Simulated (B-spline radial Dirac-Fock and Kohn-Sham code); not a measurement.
## Photoionisation of titanium ions at Mo Kα (17479.3 eV)

These are calculated numbers from a radial finite-basis atomic code; the model is Dirac-Hartree-Slater photoionisation with all multipoles and Dirac-Fock thresholds. Cross sections in kb; a dash marks an empty subshell or a threshold above the photon energy.

```
  ion  configuration  total     2s    2p3/2    3p3/2     3d3/2     3d5/2
   Ti   [Ar] 3d2 4s2  1.816  0.125   0.0186  0.00235  1.98e-06  2.83e-06
 Ti²⁺       [Ar] 3d2  1.815  0.125   0.0187  0.00237  2.19e-06  3.12e-06
 Ti³⁺       [Ar] 3d1  1.816  0.125   0.0186  0.00250  1.32e-06  1.89e-06
Ti¹⁰⁺       [Ne] 3s2  1.825  0.128   0.0192        –         –         –
Ti¹²⁺   [He] 2s2 2p6  1.804  0.130   0.0196        –         –         –
Ti¹⁶⁺   [He] 2s2 2p2  1.818  0.149  0.00794        –         –         –
```
